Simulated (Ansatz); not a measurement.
Relaxation of ClF$_{5}$HTa (8 atoms, charge 0, multiplicity 1), to a largest force component of 0.03 eV/Å in at most 50 steps.

Level of theory: RKS BLYP-D4/def2-SVP in Ansatz 0.2.0.

```xyz
8
Properties=species:S:1:pos:R:3:forces:R:3
Ta -0.120 0.163 -0.028 0.40 -0.01 0.05
F 1.787 0.138 0.146 -0.43 0.08 -0.04
F -0.250 0.391 1.857 0.02 0.00 0.02
F 0.113 -0.054 -1.905 0.05 -0.05 -0.02
F -0.955 1.815 -0.310 0.01 -0.01 0.01
F -1.282 -1.303 0.015 -0.06 -0.01 0.01
Cl 1.641 -2.782 1.267 0.51 0.86 -0.21
H 2.387 -1.688 1.046 -0.50 -0.85 0.18
```

Q: Where does it end, and by what steps?

A: The forces met the threshold. After 9 steps the energy has fallen by 0.162 eV; Cl7 moved furthest, 0.64 Å. Joined: Ta1–Cl7 (3.67 → 2.97 Å).

```csv
step,energy less start (eV),largest force component (eV/Å),accepted
0,0.0000,0.862,yes
1,-0.0140,0.826,yes
2,-0.0353,0.856,yes
3,-0.0601,0.909,yes
4,-0.1223,0.444,yes
5,-0.1511,0.278,yes
6,-0.1577,0.079,yes
7,-0.1604,0.093,yes
8,-0.1616,0.089,yes
9,-0.1625,0.019,yes
```

```xyz
8
Properties=species:S:1:pos:R:3
Ta -0.063 0.098 0.067
F 1.781 0.548 0.282
F -0.223 0.256 1.959
F 0.394 -0.545 -1.666
F -0.900 1.693 -0.428
F -1.453 -1.190 0.115
Cl 1.322 -2.404 0.856
H 2.465 -1.775 0.902
```

The run took 31 s on 4 threads of Arm Neoverse N1, on a shared host, peak memory 0.19 GiB.
